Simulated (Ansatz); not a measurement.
Consider the isomerisation: `B[NH][GeH]([CH3])[F]` → `NB(F)[CH2][GeH3]`.

Program: Ansatz. Geometries: PBE0-D4/def2-TZVP. ΔE: electronic, gas phase. CCSD(T)/CBS is the MP2 limit (def2-TZVPP, def2-QZVPP) plus CCSD(T) − MP2 in def2-TZVPP, frozen cores. DFT in def2-TZVPP. B3LYP here is the variant with VWN-RPA as its local correlation; programs differ in this. For Ge outer-core shells are correlated without core-valence functions, which leaves a few kJ/mol of doubt a bond. Scalar relativity is left out up to krypton. One conformer a species, not always the lowest.

| level | ΔE (kJ/mol) | difference from CCSD(T)/CBS |
| --- | --- | --- |
| PBE-D4 | -68.7 | -10.3 |
| r2SCAN-D4 | -67.3 | -8.9 |
| PBE0-D4 | -70.9 | -12.5 |
| B3LYP-D4 | -61.2 | -2.8 |
| ωB97X-V | -57.9 | 0.5 |
| ωB97M-V | -63.3 | -4.9 |
| PBE0 | -70.7 | -12.3 |
| B3LYP | -60.9 | -2.5 |
| HF/def2-TZVPP | -53.3 | 5.1 |
| MP2/def2-TZVPP | -53.4 | 5.0 |
| SCS-MP2/def2-TZVPP | -48.2 | 10.2 |
| CCSD/def2-TZVPP | -57.8 | 0.6 |
| HF/def2-QZVPP | -51.4 | 7.0 |
| MP2/def2-QZVPP | -53.6 | 4.8 |
| SCS-MP2/def2-QZVPP | -48.3 | 10.1 |
| CCSD/CBS(def2) | -59.2 | -0.8 |
| CCSD(T)/CBS | -58.4 | 0 |

Largest T1 diagnostic among the species: 0.012.
